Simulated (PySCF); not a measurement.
# Stretching BeF⁺

Set-up: PySCF, no relativity, basis sets Be cc-pVDZ, F cc-pVDZ. Energies in eV from Be⁺ + F in their ground configurations at the same level. All curves are PBE0. state 1: ¹Σ⁺ (singlet), closed shell; state 2: ³Π (triplet), unpaired electrons σ ↑, π ↑, a second solution, started from another occupation.

```csv
R (Å),state 1,state 2
1.174,-4.447,3.7032
1.228,-5.044,2.5755
1.283,-5.382,1.7216
1.324,-5.506,1.2214
1.365,-5.542,0.8155
1.406,-5.507,0.4881
1.461,-5.372,0.1499
1.529,-5.100,-0.1516
1.611,-4.671,-0.3856
1.720,-4.003,-0.5545
```

**Question.** Put a parabola through the three lowest points of the state 1 curve and estimate Re, k and ωe (reduced mass 6.113 u; 1 eV/Å² = 0.16022 mdyn/Å; ωe = 1302.8·√(k/μ) cm⁻¹).

**Answer.** Through R = 1.324, 1.365, 1.406 Å the second-order coefficient is 21.1 eV/Å², so Re ≈ 1.365 Å, k ≈ 6.77 mdyn/Å and ωe ≈ 1371 cm⁻¹. A polynomial fit of higher order to the unrounded PBE0 energies gives Re = 1.364 Å, k = 6.83 mdyn/Å, ωe = 1377 cm⁻¹; anharmonicity and rounding make the difference.

The higher-order fit for each curve: state 1: Re = 1.364 Å, ωe = 1377 cm⁻¹, De = 5.54 eV; state 2: Re = 1.917 Å, ωe = 359 cm⁻¹, minimum 0.64 eV below the ground-state fragments.

For an ion De counts to the pair picked by the measured ionisation energies or electron affinities, which need not be the lowest pair at this level. Counting both spins, an empty level lies below a filled one in some of these solutions, because spin and occupation are held.
